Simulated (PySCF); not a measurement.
Species: C₅H₁₁Al.
Cartesian coordinates in Å at the PBE0-D3(BJ)/def2-SVP level; atoms count from 1:
```xyz
17
C5H11Al angstrom
Al     2.2358   -0.2003    0.7278
C      0.8097    0.1425   -0.5897
C     -0.1124    1.2977   -0.1565
C     -1.1592    0.5851    0.6925
C     -1.4750   -0.6705   -0.1224
C     -0.1456   -1.0652   -0.8054
H      2.8709    1.0102    1.5533
H      2.7743   -1.6849    0.9649
H      1.3345    0.3970   -1.5310
H      0.4046    2.1078    0.3842
H     -0.6057    1.7612   -1.0306
H     -2.0479    1.1968    0.9117
H     -0.7176    0.3071    1.6697
H     -2.2297   -0.4215   -0.8855
H     -1.9003   -1.4811    0.4884
H     -0.3052   -1.2673   -1.8764
H      0.2560   -2.0025   -0.3839
```

Computed, not measured: core-valence-separated Tamm–Dancoff BHandHLYP/aug-pcX-1 (pcseg-1 on H, def2-SVPD on Al) in PySCF, non-relativistic, gas phase, PBE0-D3(BJ)/def2-SVP geometry. The energies are unshifted.

The lowest roots of each edge with f over 0.003 (five at most, numbered afresh; weaker and dark ones are left out), with transition dipoles (au) in the frame of the coordinates:

```tsv
root	edge	E (eV)	f	μx	μy	μz
1	C	284.62	0.0119	0.0107	-0.0074	0.0392
2	C	284.74	0.0163	-0.0462	0.0004	0.0140
3	C	285.03	0.0049	-0.0201	-0.0165	-0.0049
4	C	285.46	0.0139	-0.0014	0.0310	0.0320
5	C	285.49	0.0122	-0.0038	0.0386	-0.0152
```

Molecules are fixed in this frame and the field points along (1, 1, 0)/√2. What effective strengths 3 f cos²θ do the roots have (θ between field and μ)?

root 1 (C4): 0.000, root 2 (C2): 0.022, root 3 (C5): 0.014, root 4 (C3/C6): 0.009, root 5 (C3/C6): 0.013. Root 2 is the strongest. Averaged over all orientations cos²θ is 1/3, which gives f back.

One conformer stands for the species.
